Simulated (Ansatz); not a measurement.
Geometry optimisation, Ansatz 0.2.0, RKS B3LYP/def2-SVP.

Input file:

```yaml
crystal:
  periodic: [false, false, false]
  atoms:
    - { symbol: Ge, position_ang: [0.157384, 0.086371, 0.098512] }
    - { symbol: H, position_ang: [0.408596, -0.109003, 1.595541] }
    - { symbol: H, position_ang: [1.685399, 0.045232, 0.16497] }
    - { symbol: Ge, position_ang: [-1.081772, 1.983543, -0.765316] }
    - { symbol: H, position_ang: [-2.557101, 1.574088, -0.891966] }
    - { symbol: H, position_ang: [-0.938613, 3.162189, 0.216134] }
    - { symbol: H, position_ang: [-0.511778, 2.377287, -2.138788] }
    - { symbol: F, position_ang: [-0.470714, -1.389506, -0.617487] }
basis:
  gaussian: { orbitals: def2-SVP }
hamiltonian:
  xc: b3lyp
relax:
  f_tol: 0.03
  max_steps: 50
```

Command:

```bash
$ ansatz run input.yaml --threads 2 --pin off --max-ram 3072MiB --backend cpu --events-out ev --progress --plain --runs-dir out
```

Where does it end, and by what steps?

It converged. The force dipped under the threshold on the way, but the program's further checks kept it going. After 11 steps the energy has fallen by 0.617 eV; H2 moved furthest, 0.57 Å.

| step | energy less start (eV) | largest force component (eV/Å) | accepted |
| --- | --- | --- | --- |
| 0 | 0.0000 | 1.448 | yes |
| 1 | -0.4783 | 0.621 | yes |
| 2 | -0.5886 | 0.509 | yes |
| 3 | -0.5948 | 0.226 | yes |
| 4 | -0.6037 | 0.545 | yes |
| 5 | -0.6143 | 0.018 | yes |
| 6 | -0.6151 | 0.063 | yes |
| 7 | -0.6159 | 0.107 | yes |
| 8 | -0.6168 | 0.092 | yes |
| 9 | -0.6173 | 0.034 | yes |
| 10 | -0.6174 | 0.032 | yes |
| 11 | -0.6175 | 0.015 | yes |

```xyz
8
Properties=species:S:1:pos:R:3
Ge 0.233 0.079 0.192
H -0.136 -0.268 1.652
H 1.763 0.238 0.043
Ge -1.042 1.952 -0.724
H -2.551 1.668 -0.606
H -0.705 3.234 0.068
H -0.675 2.165 -2.205
F -0.195 -1.337 -0.758
```

Time of the run: 27 s on 2 threads of Arm Neoverse V2, on a shared host, peak memory 0.24 GiB.
